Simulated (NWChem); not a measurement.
System meant: C₂H₃BBrCl; SMILES B(C=C)(Cl)Br

The following NWChem deck was run.

```
start job
memory heap 200 mb stack 900 mb global 1100 mb
geometry units angstroms noautosym nocenter noautoz
  B     -0.153339     0.590931     0.000000
  Cl     0.988071     1.934547     0.000000
  Br     0.554254    -1.203710     0.000000
  C     -1.675654     0.869522     0.000000
  C     -2.628794    -0.091186     0.000000
  H     -1.997602     1.926661     0.000000
  H     -3.705226     0.149268     0.000000
  H     -2.356645    -1.160779     0.000000
end
basis spherical
  B library 6-31g*
  Cl library 6-31g*
  Br library 6-31g*
  C library 6-31g*
  H library 6-31g*
end
dft
  xc m06-l
  iterations 150
end
property
  shielding
end
task dft property
```

End of the output:

```
 Vector   39  Occ=0.000000D+00  E= 3.410126D-02
              MO Center=  4.8D-01, -2.9D-01, -3.1D-08, r^2= 3.9D+00
   Bfn.  Coefficient  Atom+Function         Bfn.  Coefficient  Atom+Function
  ----- ------------  ---------------      ----- ------------  ---------------
     6      1.720918  1 B  s                 48     -0.907485  3 Br py
    46     -0.699765  3 Br s                  7      0.563374  1 B  px
    26      0.471084  2 Cl py                24     -0.456893  2 Cl s
    44     -0.384305  3 Br py                 8     -0.362934  1 B  py
    42      0.291124  3 Br s                  3      0.267274  1 B  px

 center of mass
 --------------
 x =   0.21479862 y =  -0.14556605 z =   0.00000000

 moments of inertia (a.u.)
 ------------------
         942.380800824505           8.645265243271           0.000000000000
           8.645265243271         703.672235694313           0.000000000000
           0.000000000000           0.000000000000        1646.053036518818

     Multipole analysis of the density
     ---------------------------------

     L   x y z        total         alpha         beta         nuclear
     -   - - -        -----         -----         ----         -------
     0   0 0 0     -0.000000    -36.000000    -36.000000     72.000000

     1   1 0 0     -0.845537     -1.880920     -1.880920      2.916303
     1   0 1 0     -0.068891      0.629538      0.629538     -1.327967
     1   0 0 1      0.000000      0.000000      0.000000      0.000000

     2   2 0 0    -32.929653   -211.176116   -211.176116    389.422578
     2   1 1 0     -0.828539      0.083533      0.083533     -0.995604
     2   1 0 1      0.000000      0.000000      0.000000      0.000000
     2   0 2 0    -36.003085   -242.528919   -242.528919    449.054754
     2   0 1 1     -0.000000     -0.000000     -0.000000      0.000000
     2   0 0 2    -36.818885    -18.409442    -18.409442      0.000000

          -----------------------------------------
          Chemical Shielding Tensors (GIAO, in ppm)
          -----------------------------------------

 ------------------------------------------------------------------------
  xm06: d2 not coded                    0
 ------------------------------------------------------------------------
 ------------------------------------------------------------------------
  current input line :
    27: task dft property
 ------------------------------------------------------------------------
 ------------------------------------------------------------------------
 This error has not yet been assigned to a category
 ------------------------------------------------------------------------
 For more information see the NWChem manual at https://nwchemgit.github.io

0: xm06: d2 not coded:Received an Error in Communication
```

Can this run be used? If not, why, and what is the fix?

The run crashed. Cause: this functional's second derivatives, which shieldings need, aren't coded here; the fix takes a hybrid GGA instead. This input runs:
```
start job
memory heap 200 mb stack 900 mb global 1100 mb
geometry units angstroms noautosym nocenter noautoz
  B     -0.153339     0.590931     0.000000
  Cl     0.988071     1.934547     0.000000
  Br     0.554254    -1.203710     0.000000
  C     -1.675654     0.869522     0.000000
  C     -2.628794    -0.091186     0.000000
  H     -1.997602     1.926661     0.000000
  H     -3.705226     0.149268     0.000000
  H     -2.356645    -1.160779     0.000000
end
basis spherical
  B library 6-31g*
  Cl library 6-31g*
  Br library 6-31g*
  C library 6-31g*
  H library 6-31g*
end
dft
  xc pbe0
  iterations 150
end
property
  shielding
end
task dft property
```
It converges to -3136.37436 Ha (PBE0/6-31G* (spherical d), GIAO).
